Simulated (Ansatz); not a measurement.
Geometry optimisation, RKS B3LYP-D4/def2-SVP (Ansatz 0.2.0).

Input:

```yaml
crystal:
  periodic: [false, false, false]
  atoms:
    - { symbol: Zn, position_ang: [0.0, 0.0, 0.0] }
    - { symbol: Cl, position_ang: [0.0, 0.0, 2.59] }
    - { symbol: Cl, position_ang: [0.0, 0.0, -2.24] }
    - { symbol: O, position_ang: [-1.9834, 0.0, 0.659] }
    - { symbol: H, position_ang: [-2.5285, -0.6297, 0.0877] }
    - { symbol: H, position_ang: [-1.4167, 0.0, 1.8346] }
basis:
  gaussian: { orbitals: def2-SVP }
hamiltonian:
  xc: b3lyp
  dispersion: d4
relax:
  f_tol: 0.15
  max_steps: 25
  restrain:
    - { distance: [0, 3], at: 2.99, k: 30.0 }
    - { distance: [5, 1], at: 2.57, k: 30.0 }
    - { distance: [0, 1], at: 2.24, k: 30.0 }
    - { distance: [5, 3], at: 1.01, k: 30.0 }
```

Launched with:

```bash
$ ansatz run input.yaml --threads 2 --pin off --max-ram 3072MiB --backend cpu --events-out ev --progress --plain --runs-dir out
```

Where does it end, and by what steps?

It converged. The restraints hold the end off the free minimum; the threshold counts their pulls, which the force column leaves out. Restrained pairs: Zn1–O4 (2.09 → 2.97 Å), Cl2–H6 (1.61 → 2.57 Å), Zn1–Cl2 (2.59 → 2.21 Å), O4–H6 (1.31 → 0.99 Å). After 10 steps the energy has fallen by 1.319 eV (the restraints' own energy left out); H5 moved furthest, 0.71 Å.

| step | energy less start (eV) | largest force component (eV/Å) | accepted |
| --- | --- | --- | --- |
| 0 | 0.0000 | 1.677 | yes |
| 1 | -0.0875 | 2.783 | yes |
| 2 | -0.4359 | 1.990 | yes |
| 3 | -0.8083 | 1.732 | yes |
| 4 | -1.1783 | 1.344 | yes |
| 5 | -1.2756 | 1.112 | yes |
| 6 | -1.3044 | 1.011 | yes |
| 7 | -1.3168 | 1.009 | yes |
| 8 | -1.2762 | 1.358 | no |
| 9 | -1.3155 | 1.034 | yes |
| 10 | -1.3193 | 1.030 | yes |

```xyz
6
Properties=species:S:1:pos:R:3
Zn 0.376 0.048 -0.065
Cl 0.471 -0.113 2.138
Cl 0.639 0.118 -2.156
O -2.488 0.068 0.732
H -2.888 -0.811 0.673
H -2.038 0.060 1.610
```

Run time: 27 s on 2 threads of AMD EPYC 7R43 64-Core Processor (Zen 3) (shared host), peak memory 0.22 GiB.
